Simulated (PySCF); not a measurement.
**Working out the ionisation energy of F⁺**

F⁺ [He] 2s2 2p4 (3P) → F²⁺ [He] 2s2 2p3 (4S). All numbers are calculated (PySCF 2.14, the spin-free X2C one-electron Hamiltonian (Gaussian nucleus), in jorge-DZP-DKH (4s2p1d, 15 functions)). Frozen: 1s2. Energies in hartree (1 hartree = 27.21139 eV):

```
            part  F⁺ (lower)  F²⁺ (upper)
             UHF  -98.907506   -97.675739
CCSD correlation   -0.103459    -0.078224
             (T)   -0.000882    -0.000310
```

Problem. What does Hartree-Fock give?

Solution. (-97.675739) − (-98.907506) = 1.231767 hartree = 33.518 eV.

Problem. What do CCSD and CCSD(T) give?

Solution. The CCSD correlation energies differ by 0.025235 hartree = 0.687 eV and the triples by 0.000572 hartree = 0.016 eV, so CCSD gives 34.205 eV and CCSD(T) 34.221 eV.

Measured between the centres of the two terms (NIST): 34.950 eV, so CCSD(T) (valence) is off by -0.729 eV.

A double-zeta basis recovers only part of the correlation energy.

What remains against the reference includes basis incompleteness, the frozen core and higher excitations.
